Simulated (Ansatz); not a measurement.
2-chlorosilylpropan-2-ol (C3H9ClOSi), SMILES OC(C)([SiH2]Cl)C.

Geometry: PBE-D3(BJ)/def2-SVP. One conformer was computed; it need not be the lowest.

Two levels are set side by side: PBE/def2-SVPD (Ansatz, a first-principles code) and CAM-B3LYP/def2-SVPD (Ansatz). Energy differences of separate SCF runs at the same geometry; the states with an electron removed or added have multiplicity 2 and 2. Differences are taken from unrounded values.

```tsv
quantity	PBE
vertical ionisation energy (eV)	9.15
vertical singlet–triplet gap (eV)	5.44
```

Q: These are the PBE values. What does CAM-B3LYP give? (An estimate is asked for; the answer gives what the named calculation found.)

A: 
```tsv
quantity	CAM-B3LYP	PBE minus CAM-B3LYP
vertical ionisation energy (eV)	9.70	-0.55
vertical singlet–triplet gap (eV)	6.29	-0.84
```
